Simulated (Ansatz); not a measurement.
`B[SiH]([SiH3])Cl` + `C=N` → `BN=C` + `[SiH3][SiH2]Cl`  (cleavage of the B–Si bond)

Program: Ansatz. Geometries: PBE0-D4/def2-TZVP. ΔE: electronic, gas phase. CCSD(T)/CBS adds triple-zeta CCSD(T) − MP2 to the extrapolated MP2 energy (def2 sets, frozen cores). This one scheme is used for every species. Functionals use def2-TZVPP. HSE06 is defined as in plane-wave codes.

```json
{"level": "HSE06-D4", "ΔE (kJ/mol)": "-139.7"}
{"level": "HF/def2-TZVPP", "ΔE (kJ/mol)": "-128.2"}
```

Question: What does CCSD(T)/CBS give? (Estimate.)

Answer: Computed: -132.0 kJ/mol. The listed levels differ from it by -7.7, 3.8 kJ/mol.

Largest T1 diagnostic among the species: 0.016.

In def2-TZVPP, CCSD(T) changes the Hartree–Fock value by −3.2 kJ/mol (the triples alone add −1.6 kJ/mol) and MP2 by −9.3 kJ/mol. From PBE to PBE0 (25 % exact exchange), in def2-TZVPP and without D4, ΔE moves by +6.8 kJ/mol.
